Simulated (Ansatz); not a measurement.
Isolated molecules relaxed with PBE0-D4/def2-TZVP in Ansatz; ΔE leaves out vibrations. CCSD(T)/CBS adds triple-zeta CCSD(T) − MP2 to the extrapolated MP2 energy (def2 sets, frozen cores). This one scheme is used for every species. DFT in def2-TZVPP. HSE06 is defined as in plane-wave codes. Triplets are unrestricted, without spin–orbit coupling.

Reaction (formal loss of a carbene): `CC1BB1F` → `FB1BC1` + `[CH2]` (triplet)

| level | ΔE (kJ/mol) |
| --- | --- |
| BLYP-D4 | 432.1 |
| HSE06-D4 | 438.8 |
| BHLYP-D4 | 419.8 |
| CAM-B3LYP | 430.6 |
| LC-ωPBE | 427.3 |
| HF/def2-TZVPP | 292.3 |
| CCSD/def2-TZVPP | 416.8 |
| CCSD(T)/def2-TZVPP | 428.7 |

Task: What does CCSD(T)/CBS give? (Estimate.)

Result: The calculation gave: +439.3 kJ/mol. The listed levels differ from it by -7.2, -0.5, -19.5, -8.7, -12.0, -147.0, -22.5, -10.6 kJ/mol.

Largest T1 diagnostic among the species: 0.013.

At CCSD(T), def2-SVP lies −14.8 kJ/mol from the extrapolated value and def2-TZVPP −10.6 kJ/mol. From r2SCAN to r2SCAN0 (25 % exact exchange), in def2-TZVPP and without D4, ΔE moves by −4.5 kJ/mol. Leaving LDA and LC-ωPBE aside and taking each functional with its dispersion term where it has one, the values, not all of them listed here, spread over 35.4 kJ/mol, from r2SCAN0-D4 to ωB97X-V. LDA lies +71.5 kJ/mol from PBE without D4.
